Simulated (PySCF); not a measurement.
Run record: geometry optimisation, Hg(OMe)2, `C[O][Hg][O]C`.

Method: PBE0-D3(BJ)/def2-SVP geometry optimisation, gas phase, def2 core potentials past Kr (PySCF 2.14.0). Start geometry: GFN1-xTB. The input is one job of a driver script: a line of settings, then coordinates in Å.

Input:
```
{"job": {"xc": "PBE0", "basis": "def2-SVP", "d3": "d3bj", "grid": 1, "maxiter": 30, "shake": 0.03, "kind": "geom"}, "charge": 0, "multiplicity": 1}
Hg    -0.023210    -0.075230     0.017940
O      0.317190    -1.002390     1.478430
C      0.031120    -1.630440     2.681580
H     -0.714590    -2.241870     2.663520
H     -0.038730    -0.912700     3.490800
H      0.933010    -2.258860     2.948660
O      0.253120     0.905330    -1.548690
C     -0.057820     1.643460    -2.720480
H     -1.089100     2.139470    -2.566320
H     -0.141340     0.953670    -3.551930
H      0.628400     2.394070    -2.862620
```

Output:
```
step   0  E = -383.18385835  max force = 0.122476
step   1  E = -383.22610805  max force = 0.041667
step   2  E = -383.24148645  max force = 0.020608
step   3  E = -383.25220046  max force = 0.016093
step   4  E = -383.25800355  max force = 0.017514
step   5  E = -383.25893213  max force = 0.010688
step   6  E = -383.25966318  max force = 0.001788
step   7  E = -383.25986186  max force = 0.003247
step   8  E = -383.26027158  max force = 0.005250
step   9  E = -383.26037484  max force = 0.002963
step  10  E = -383.26046990  max force = 0.001095
step  11  E = -383.26049401  max force = 0.002289
step  12  E = -383.26052112  max force = 0.002279
step  13  E = -383.26054874  max force = 0.001105
step  14  E = -383.26055800  max force = 0.000280
optimisation converged
```

Energies in Eh; «max force» is the largest Cartesian gradient component in Eh/bohr.

Q: How much energy does the optimisation release, in kJ/mol?

A: E(step 0) − E(last step) = 0.076700 Eh, which is 201.4 kJ/mol.

In short: final energy -383.26056 Eh after 14 steps; dipole 2.05 D.

Q: How long does this job take on one thread of an Arm Neoverse V1, shared host with 32 logical CPUs at a one-minute load of 26? And the peak memory of the process?

A: About 1.8 min, with 0.46 GiB resident at the peak, the Python interpreter and its libraries included.
Labels such as C1 count atoms from 1, the log's own numbers from 0.
